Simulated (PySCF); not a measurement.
## Copper: a sound run and one with changed settings

Sound run: Cu [Ar] 3d10 4s1, Cu⁺ [Ar] 3d10. All numbers are calculated (PySCF 2.14, the spin-free X2C one-electron Hamiltonian (Gaussian nucleus), in cc-pVTZ-DK). The sound run starts from symmetry-adapted Hartree-Fock orbitals and uses a fine grid where one is needed.

A second run was set up differently.

```tsv
species	method	sound run (hartree)	changed run (hartree)	converged
Cu	UHF	-1653.14877	-1653.14877	yes
Cu	MN15	-1655.87697	-1655.88241	yes
Cu	PBE0	-1654.52841	-1654.53051	yes
Cu⁺	UHF	-1652.90716	-1652.90716	yes
Cu⁺	MN15	-1655.58991	-1655.59544	yes
Cu⁺	PBE0	-1654.23696	-1654.23906	yes
```

Ionisation energy of Cu:

```
method  sound run (eV)  changed run (eV)
   UHF           6.574             6.574
  MN15           7.811             7.809
  PBE0           7.931             7.931
```

Task: What was changed?
A. a valence shell is frozen
B. radial grid too coarse
C. minimal basis
D. all electrons correlated in a valence basis

Result: B. It used radial step 0.3 in ln r (0.13 in the sound run). A coarse radial grid mis-integrates the density and the exchange-correlation energy, with errors of either sign; Hartree-Fock needs no grid.
